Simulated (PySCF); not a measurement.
Distances in Å between the heavy atoms of a computed structure (PBE0-D3(BJ)/def2-SVP; lower triangle, same order across):
```
C1    0.00
C2    1.34  0.00
N3    2.47  1.41  0.00
B4    3.72  2.44  1.44  0.00
N5    4.93  3.74  2.47  1.43  0.00
B6    5.25  4.29  2.88  2.49  1.42  0.00
C7    6.82  5.90  4.49  4.00  2.70  1.61  0.00
C8    7.91  6.85  5.47  4.63  3.21  2.71  1.51  0.00
O9    7.27  6.52  5.13  4.92  3.74  2.43  1.22  2.38  0.00
N10   4.43  3.77  2.46  2.83  2.43  1.42  2.59  3.97  2.84  0.00
B11   3.02  2.51  1.45  2.50  2.86  2.50  3.93  5.20  4.26  1.42  0.00
```

Hydrogens: 2 on C1, 1 on C2, 1 on B4, 1 on N5, 3 on C8, 1 on N10, 1 on B11.

Charge 0, singlet.

Read off the bonds between heavy atoms and their formal orders.

C1–C2 (double); C2–N3 (single); N3–B4 (single); B4–N5 (single); N5–B6 (single); B6–C7 (single); C7–C8 (single); C7–O9 (double); B6–N10 (single); N10–B11 (single); N3–B11 (single).

Give the structure as a SMILES string.

`C=CN1BNB(C(C)=O)NB1`, C4H10B3N3O. Among its features: C=C double bond and three-coordinate boron.

Which rings does it hold (smallest set)?

N3–B4–N5–B6–N10–B11 (6 members, 0.00 Å rms from planarity).

Classify the heavy atoms.

C1: terminal =CH2 carbon; C2: vinylic carbon bearing nitrogen; N3: boron-bound nitrogen; B4/B11: three-coordinate boron; N5/N10: boron-bound nitrogen; B6: three-coordinate boron; C7: carbonyl carbon; C8: methyl carbon next to a carbonyl; O9: carbonyl oxygen.
